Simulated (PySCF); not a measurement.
## Working out the ionisation energy of Ge

Ge [Ar] 3d10 4s2 4p2 (3P) → Ge⁺ [Ar] 3d10 4s2 4p1 (2P). All numbers are calculated (PySCF 2.14, a scalar-relativistic core potential, in cc-pVDZ-PP with ECP10MDF). Frozen: 3s2 3p6 3d10. Energies in hartree (1 hartree = 27.21139 eV):

```csv
part,Ge (lower),Ge⁺ (upper)
UHF,-293.341081,-293.068840
CCSD correlation,-0.055899,-0.045922
(T),-0.000682,-0.000423
```

Question: What does Hartree-Fock give?

Answer: (-293.068840) − (-293.341081) = 0.272241 hartree = 7.408 eV.

Question: What do CCSD and CCSD(T) give?

Answer: The CCSD correlation energies differ by 0.009977 hartree = 0.271 eV and the triples by 0.000259 hartree = 0.007 eV, so CCSD gives 7.679 eV and CCSD(T) 7.686 eV.

Measured between the centres of the two terms (NIST): 7.925 eV, so CCSD(T) (valence) is off by -0.239 eV.

A double-zeta basis recovers only part of the correlation energy.

What remains against the reference includes basis incompleteness, the frozen core and higher excitations.
